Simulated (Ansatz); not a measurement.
CH$_{4}$GaSe, SMILES `[CH3][Ga][SeH]` radical. Charge 0, multiplicity 2. Correlated methods include outer-core shells of Ga, Se, which these sets cover unevenly. Scalar relativity is left out up to krypton.

Z-matrix (Å, degrees):
```
C
Ga 1 1.995
H 1 1.093 2 108.5
H 1 1.093 2 108.5 3 -118.1
H 1 1.089 2 111.8 3 120.9
Se 2 2.367 1 115.7 3 58.8
H 6 1.468 2 93.4 1 180.0
```

(1) Give the diagnostics of a CCSD(T)/def2-TZVPP run (frozen core, the Gaussian-basis code of Ansatz). (Estimate.)

Results:

(1) Ansatz gave: T1 = 0.0129, largest single amplitude 0.041, largest double 0.033, (T) share of the correlation energy 3.9 %, 9 CCSD cycles. ⟨S²⟩ of the UHF reference is 0.759 against 0.75 for a pure state. T1 lies under the customary mark of 0.045 for open shells.
